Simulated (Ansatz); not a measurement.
BF2 (SMILES F[B]F) moved off its minimum; all values from Ansatz (a first-principles code), cores frozen in correlated methods. Open shells are unrestricted.
(charge 0, multiplicity 2)
```xyz
3

F     -1.1057    -0.2573     0.1708
B     -0.2090     0.5902    -0.1634
F      1.0312    -0.0496     0.0355
```

```json
[
 {"level": "HF/def2-TZVPP", "largest force (eV/Å)": "5.17", "on atom": "B2", "rms difference from CCSD(T)/aug-cc-pVTZ (eV/Å)": "0.649", "dipole (D)": "1.60"},
 {"level": "PBE/def2-TZVPP", "largest force (eV/Å)": "4.01", "on atom": "B2", "rms difference from CCSD(T)/aug-cc-pVTZ (eV/Å)": "0.232", "dipole (D)": "1.01"},
 {"level": "r2SCAN/def2-TZVPP", "largest force (eV/Å)": "4.27", "on atom": "B2", "rms difference from CCSD(T)/aug-cc-pVTZ (eV/Å)": "0.040", "dipole (D)": "1.14"},
 {"level": "B3LYP/def2-TZVPP", "largest force (eV/Å)": "4.28", "on atom": "B2", "rms difference from CCSD(T)/aug-cc-pVTZ (eV/Å)": "0.073", "dipole (D)": "1.20"},
 {"level": "wB97M-V/def2-TZVPP", "largest force (eV/Å)": "4.29", "on atom": "B2", "rms difference from CCSD(T)/aug-cc-pVTZ (eV/Å)": "0.069", "dipole (D)": "1.18"},
 {"level": "MP2/aug-cc-pVTZ", "largest force (eV/Å)": "4.29", "on atom": "B2", "rms difference from CCSD(T)/aug-cc-pVTZ (eV/Å)": "0.029", "dipole (D)": "1.25"},
 {"level": "CCSD(T)/aug-cc-pVTZ", "largest force (eV/Å)": "4.31", "on atom": "B2", "rms difference from CCSD(T)/aug-cc-pVTZ (eV/Å)": "0.000", "dipole (D)": "1.23"}
]
```

The differences count from one level among others, with limits of its own. Forces at CCSD(T)/aug-cc-pVTZ (eV/Å):

```json
[
 {"atom": "F1", "Fx": "-2.407", "Fy": "-0.176", "Fz": "0.131"},
 {"atom": "B2", "Fx": "3.751", "Fy": "-2.034", "Fz": "0.638"},
 {"atom": "F3", "Fx": "-1.344", "Fy": "2.211", "Fz": "-0.769"}
]
```
